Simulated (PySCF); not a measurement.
## Correlation energy of Se³⁺ (selenium, charge +3)

[Ar] 3d10 4s2 4p1, 2P determinant. Computed with PySCF 2.14 in def2-QZVPPD, with no relativity, point nucleus. Frozen: [Ar] 3d10; 3 electrons correlated.

```tsv
level	correlation energy (mhartree)
CCSD	-59.86
(T)	-0.79
CCSD(T)	-60.65
```

Diagnostics: T1 = 0.0081, D1 = 0.0184, largest double amplitude 0.098.

Cost of the coupled-cluster step: about 18 core-seconds, for 3 correlated electrons.

Iterations:

```
CC2 = 0
CCSD nocc = (np.int64(2), np.int64(1)), nmo = (84, 84)
frozen orbitals [[0, 1, 2, 3, 4, 5, 6, 7, 8, 9, 10, 11, 12, 13], [0, 1, 2, 3, 4, 5, 6, 7, 8, 9, 10, 11, 12, 13]]
max_cycle = 100
direct = 0
conv_tol = 1e-08
conv_tol_normt = 1e-06
diis_space = 8
diis_start_cycle = 0
Init t2, MP2 energy = -0.0458363894518836
Init E_corr(UCCSD) = -0.0458363894534668
cycle = 1  E_corr(UCCSD) = -0.0549563743552383  dE = -0.0091199849  norm(t1,t2) = 0.0405479
cycle = 2  E_corr(UCCSD) = -0.0579579673192558  dE = -0.00300159296  norm(t1,t2) = 0.0161139
cycle = 3  E_corr(UCCSD) = -0.05987354668707  dE = -0.00191557937  norm(t1,t2) = 0.00687349
cycle = 4  E_corr(UCCSD) = -0.0598569618285469  dE = 1.65848585e-05  norm(t1,t2) = 0.000650896
cycle = 5  E_corr(UCCSD) = -0.0598642009656232  dE = -7.23913708e-06  norm(t1,t2) = 6.02942e-05
cycle = 6  E_corr(UCCSD) = -0.0598624010343103  dE = 1.79993131e-06  norm(t1,t2) = 7.98358e-06
cycle = 7  E_corr(UCCSD) = -0.0598629701657409  dE = -5.69131431e-07  norm(t1,t2) = 1.94659e-06
cycle = 8  E_corr(UCCSD) = -0.059862839643602  dE = 1.30522139e-07  norm(t1,t2) = 4.45444e-07
cycle = 9  E_corr(UCCSD) = -0.0598628419460183  dE = -2.30241629e-09  norm(t1,t2) = 4.87618e-08
UCCSD converged
E(UCCSD) = -2397.716093254799  E_corr = -0.05986284194601828
UCCSD(T) correction = -0.00079159598126614
```
